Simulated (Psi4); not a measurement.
Pair of molecules: GeH4 (SMILES [GeH4]) (first 5 atoms) with GeH4 (SMILES [GeH4]); geometry from B3LYP-D3(BJ)/def2-TZVP, rigid monomers moved along the line of their centres of mass till Ge1···Ge6 is 7.44 Å.
(charge 0, multiplicity 1):
```xyz
10

Ge     0.1272    -0.0657     0.3892
H      0.5071     0.3624    -1.0363
H      1.2084    -0.9994     0.9517
H     -1.2221    -0.7975     0.3639
H      0.0164     1.1791     1.2826
Ge    -0.3299     0.1701     7.8079
H      1.1445     0.3557     7.4227
H     -0.9813    -0.8424     6.8540
H     -1.0624     1.5153     7.7014
H     -0.4240    -0.3540     9.2488
```

Computed with SAPT0/aug-cc-pVDZ run with Psi4.

Question: Give the four SAPT terms and the total, and say what mostly holds the pair together.

Answer: electrostatics 0.0, exchange 0.0, induction 0.0, dispersion -0.2, total -0.2 kJ/mol; the largest attraction is dispersion.
